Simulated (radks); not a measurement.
Values are calculated unless marked as measured or tabulated.
The neodymium ion Nd2+, configuration [Kr] 4d10 4f4.5 5s2 5p5.5 (fractional occupations, a model configuration).

Code: a radial shooting solver on a logarithmic mesh with Libxc functionals. Model: scalar-relativistic Kohn-Sham, BLYP, spin-polarised, spherical densities, point nucleus; open shells are filled with parallel spins first (spin-orbit coupling, left out, can overturn this in heavy ions).

Energy parts (Ry):
| part | energy |
|---|---|
| total | -19247.7793 |
| kinetic | 20487.6694 |
| electron-nucleus | -46700.9377 |
| Hartree | 7411.1861 |
| exchange-correlation | -445.6972 |

Orbitals (lengths in bohr, moments of r in powers of bohr; r(max) is where P^2 peaks):
| orbital | occ. | eigenvalue (Ry) | <1/r> | <r^2> | r(max) |
|---|---|---|---|---|---|
| 1s up | 1 | -3191.350 | 66.06 | 0.0007597 | 0.01510 |
| 1s down | 1 | -3191.347 | 66.06 | 0.0007597 | 0.01510 |
| 2s up | 1 | -516.8316 | 15.26 | 0.01203 | 0.08549 |
| 2s down | 1 | -516.8297 | 15.26 | 0.01203 | 0.08549 |
| 2p up | 3 | -462.1140 | 14.39 | 0.009621 | 0.06891 |
| 2p down | 3 | -462.1117 | 14.39 | 0.009621 | 0.06891 |
| 3s up | 1 | -112.7176 | 5.561 | 0.08107 | 0.2438 |
| 3s down | 1 | -112.6331 | 5.564 | 0.08099 | 0.2437 |
| 3p up | 3 | -95.46470 | 5.254 | 0.08112 | 0.2387 |
| 3p down | 3 | -95.38045 | 5.258 | 0.08102 | 0.2387 |
| 3d up | 5 | -71.52236 | 4.987 | 0.06884 | 0.1960 |
| 3d down | 5 | -71.45661 | 4.990 | 0.06872 | 0.1959 |
| 4s up | 1 | -23.11708 | 2.325 | 0.4171 | 0.5653 |
| 4s down | 1 | -22.88211 | 2.326 | 0.4168 | 0.5651 |
| 4p up | 3 | -17.47466 | 2.140 | 0.4721 | 0.5902 |
| 4p down | 3 | -17.23852 | 2.141 | 0.4717 | 0.5899 |
| 4d up | 5 | -9.46039 | 1.868 | 0.5844 | 0.6193 |
| 4d down | 5 | -9.22305 | 1.868 | 0.5845 | 0.6188 |
| 4f up | 4.5 | -1.05217 | 1.236 | 1.681 | 0.6686 |
| 4f down | 0 | -0.84397 | 1.191 | 2.036 | 0.6703 |
| 5s up | 1 | -3.94797 | 0.8988 | 2.431 | 1.320 |
| 5s down | 1 | -3.77309 | 0.8878 | 2.487 | 1.328 |
| 5p up | 3 | -2.59037 | 0.7602 | 3.334 | 1.497 |
| 5p down | 2.5 | -2.44760 | 0.7451 | 3.463 | 1.513 |
| 5d up | 0 | -1.01904 | 0.4905 | 7.892 | 2.108 |
| 5d down | 0 | -0.95047 | 0.4657 | 8.698 | 2.195 |
| 6s up | 0 | -1.00931 | 0.3482 | 14.80 | 3.325 |
| 6s down | 0 | -0.98108 | 0.3401 | 15.43 | 3.401 |
| 6p up | 0 | -0.72824 | 0.2884 | 21.72 | 3.999 |

The highest occupied level is 4f up at -14.315 eV. The density falls to 0.001 e/bohr^3 at r = 3.64 bohr. Spin moment in Bohr magnetons: 5. Summed over all electrons, <r^2> = 42.08 bohr^2, which gives a Langevin (diamagnetic) susceptibility term of -33.3 x 10^-6 cm^3/mol.
